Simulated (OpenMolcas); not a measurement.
Levels of N by method

| Property | Result |
| --- | --- |
| Program | OpenMolcas |
| Basis | ANO-RCC-VQZP [5s4p3d2f1g] |
| Scalar Hamiltonian | DKH2, point nucleus |
| Active space | 5 electrons in 8 orbitals (2s 2p 3s 3p) |
| State averaging | 2S+1 = 4 odd, 1 root; 2S+1 = 2 odd, 8 roots; 2S+1 = 4 even, 3 roots; 2S+1 = 2 even, 5 roots kept (CI in the orbitals of an earlier block, 0 in the spin-orbit step) |
| Spin-orbit coupling | state interaction with AMFI integrals over the reference wave functions, term energies averaged over their components |

Methods on the same reference wave functions:
A. CASSCF
B. SS-CASPT2, IPEA 0.25 Eh, imaginary shift 0.1 Eh (closed shells correlated: 1s)

Energies in cm⁻¹ above 2s² 2p³ ⁴S°_3/2, the measured ground level; measured values from NIST Handbook of Basic Atomic Spectroscopic Data.

```tsv
Level	A	B	Measured
2s² 2p³ ⁴S°_3/2	0.0	0.0	0.0
2s² 2p³ ²D°_3/2	22209	19690	19233
2s² 2p³ ²D°_5/2	22214	19690	19224
2s² 2p³ ²P°_1/2	28502	29000	28839
2s² 2p³ ²P°_3/2	28506	29000	28839
2s 2p⁴ ⁴P_5/2	88510	87870	88107
2s 2p⁴ ⁴P_3/2	88560	87920	88151
2s 2p⁴ ⁴P_1/2	88589	87950	88171
```

Deviations, from unrounded energies. A percentage is the sum of absolute deviations over the sum of measured energies, with the sign that they share, or ± where signs differ.

```
                        Against measurement  Levels     A     B
             mean absolute deviation (cm-1)       7  1100   280
other terms of the ground configuration (%)       4  ±6.9  +1.3
                   other configurations (%)       3  +0.5  -0.3
```

B lies closest to measurement on these levels. The largest miss of B in the table is 2s² 2p³ ²D°_5/2, by +470 cm-1. The ranking rests on the paired levels alone, and a cruder setting can come out closer through cancelling errors.

From A to B the spin-free energies of the other terms of 2s² 2p³ shown, above ⁴S°, scale by factors of 0.89 to 1.02.

The lowest spin-free term lies below A's lowest term by 0.093 hartree in B.

CASPT2 breaks the degeneracy within a term, and the mean is taken; among the terms shown or strongly mixed into the levels shown the widest spread is 55 cm-1 (2s² 2p³ ²D°, B). Active for correlation alone: 3p 3s; no level in the range computed is led by a configuration that fills them, so any true level of that kind is missing. Without dynamic correlation excited terms often stand tens of per cent too high (terms of higher spin than the ground term too low), and those without a measured partner can miss by more than the paired ones (holds for A). Measured partners are found by configuration, term and J. A level has none where our copy of the source lacks it or the pairing is in doubt (some pairs that miss far off the trend of their configuration count as doubtful), and it then counts in no deviation. Only configurations of the active space appear.

° marks odd parity.
